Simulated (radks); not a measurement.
Values are calculated unless marked as measured or tabulated.
Species: the selenium ion Se24+. Configuration: [Ne]. Code: a radial shooting solver on a logarithmic mesh with Libxc functionals. Model: Dirac Kohn-Sham, PBE, spin-unpolarised, spherical densities, point nucleus.

Unscreened Slater integrals over Kohn-Sham orbitals (cm^-1). Large and small components are both included. Empty in this configuration: 3s1/2.

integral,value
"F0(2p3/2,2p3/2)",1188100
"F2(2p3/2,2p3/2)",565210
"F0(2p3/2,2p1/2)",1201000
"G2(2p3/2,2p1/2)",563890
"F0(2p3/2,2s1/2)",1093900
"G1(2p3/2,2s1/2)",623290
"F0(2p3/2,1s1/2)",1617700
"G1(2p3/2,1s1/2)",285330
"F0(2p3/2,3s1/2)",550120
"G1(2p3/2,3s1/2)",57363
"F0(2p1/2,2p1/2)",1214400
"F0(2p1/2,2s1/2)",1103400
"G1(2p1/2,2s1/2)",619430
"F0(2p1/2,1s1/2)",1659800
"G1(2p1/2,1s1/2)",293750
"F0(2p1/2,3s1/2)",552000
"G1(2p1/2,3s1/2)",57682
"F0(2s1/2,2s1/2)",1033600
"F0(2s1/2,1s1/2)",1456300
"G0(2s1/2,1s1/2)",143320
"F0(2s1/2,3s1/2)",538640
"G0(2s1/2,3s1/2)",46275
"F0(1s1/2,1s1/2)",4690100
"F0(1s1/2,3s1/2)",630560
"G0(1s1/2,3s1/2)",32404
"F0(3s1/2,3s1/2)",420330
